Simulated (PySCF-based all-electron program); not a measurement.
**Distorting SiF₄, singlet**

Calculated with an in-house all-electron program built on PySCF, in large uncontracted Gaussian sets near the basis limit; Koelling–Harmon scalar relativity or the spin-free Dirac equation, no spin–orbit coupling, spin-restricted. Forces are good to about 0.012 eV/Å. Atoms are numbered as listed.

Shape A (the spin-free Dirac equation):

```xyz
5

Si    0.0000    0.0000    0.0000
F     0.8978    0.8978    0.8978
F     0.8978   -0.8978   -0.8978
F    -0.8978    0.8978   -0.8978
F    -0.8978   -0.8978    0.8978
```

PBE forces:

| atom | Fx | Fy | Fz (eV/Å) |
| --- | --- | --- | --- |
| Si1 | 0.000 | 0.000 | 0.000 |
| F2 | 0.526 | 0.526 | 0.526 |
| F3 | 0.526 | -0.526 | -0.526 |
| F4 | -0.526 | 0.526 | -0.526 |
| F5 | -0.526 | -0.526 | 0.526 |

(1) What forces does LDA give in shape A (with Koelling–Harmon scalar relativity, against the spin-free Dirac equation)?

(2) What forces does PBEsol give in shape A (with Koelling–Harmon scalar relativity, against the spin-free Dirac equation)?

(3) What forces does PBE0 give in shape A?

Shape B (the spin-free Dirac equation):

```csv
atom,x (Å),y (Å),z (Å)
Si,0.0000,0.0000,0.0000
F,0.9526,0.9526,0.9526
F,0.9526,-0.9526,-0.9526
F,-0.9526,0.9526,-0.9526
F,-0.9526,-0.9526,0.9526
```

PBE forces:

| atom | Fx | Fy | Fz (eV/Å) |
| --- | --- | --- | --- |
| Si1 | 0.000 | 0.000 | 0.000 |
| F2 | -1.352 | -1.352 | -1.352 |
| F3 | -1.352 | 1.352 | 1.352 |
| F4 | 1.352 | -1.352 | 1.352 |
| F5 | 1.352 | 1.352 | -1.352 |

(4) What forces does LDA give in shape B?

(5) What forces does PBEsol give in shape B?

(6) What forces does PBE0 give in shape B?

Answers

(1) The forces move by 0.734 eV/Å (r.m.s. over the atoms) from PBE.

```json
{"atom": "Si1", "Fx": "0.002", "Fy": "0.002", "Fz (eV/Å)": "0.002"}
{"atom": "F2", "Fx": "0.050", "Fy": "0.050", "Fz (eV/Å)": "0.050"}
{"atom": "F3", "Fx": "0.052", "Fy": "-0.052", "Fz (eV/Å)": "-0.052"}
{"atom": "F4", "Fx": "-0.052", "Fy": "0.052", "Fz (eV/Å)": "-0.052"}
{"atom": "F5", "Fx": "-0.052", "Fy": "-0.052", "Fz (eV/Å)": "0.052"}
```

(2) The forces move by 0.286 eV/Å (r.m.s. over the atoms) from PBE.

```csv
atom,Fx,Fy,Fz (eV/Å)
Si1,0.002,0.002,0.002
F2,0.339,0.339,0.339
F3,0.341,-0.341,-0.341
F4,-0.341,0.341,-0.341
F5,-0.341,-0.341,0.341
```

(3) The forces move by 0.704 eV/Å (r.m.s. over the atoms) from PBE.

```tsv
atom	Fx	Fy	Fz (eV/Å)
Si1	0.000	0.000	0.000
F2	0.071	0.071	0.071
F3	0.071	-0.071	-0.071
F4	-0.071	0.071	-0.071
F5	-0.071	-0.071	0.071
```

(4) The forces move by 0.611 eV/Å (r.m.s. over the atoms) from PBE.

```json
{"atom": "Si1", "Fx": "0.000", "Fy": "0.000", "Fz (eV/Å)": "0.000"}
{"atom": "F2", "Fx": "-1.747", "Fy": "-1.747", "Fz (eV/Å)": "-1.747"}
{"atom": "F3", "Fx": "-1.747", "Fy": "1.747", "Fz (eV/Å)": "1.747"}
{"atom": "F4", "Fx": "1.747", "Fy": "-1.747", "Fz (eV/Å)": "1.747"}
{"atom": "F5", "Fx": "1.747", "Fy": "1.747", "Fz (eV/Å)": "-1.747"}
```

(5) The forces move by 0.243 eV/Å (r.m.s. over the atoms) from PBE.

| atom | Fx | Fy | Fz (eV/Å) |
| --- | --- | --- | --- |
| Si1 | 0.000 | 0.000 | 0.000 |
| F2 | -1.509 | -1.509 | -1.509 |
| F3 | -1.509 | 1.509 | 1.509 |
| F4 | 1.509 | -1.509 | 1.509 |
| F5 | 1.509 | 1.509 | -1.509 |

(6) The forces move by 0.705 eV/Å (r.m.s. over the atoms) from PBE.

```csv
atom,Fx,Fy,Fz (eV/Å)
Si1,0.000,0.000,0.000
F2,-1.807,-1.807,-1.807
F3,-1.807,1.807,1.807
F4,1.807,-1.807,1.807
F5,1.807,1.807,-1.807
```
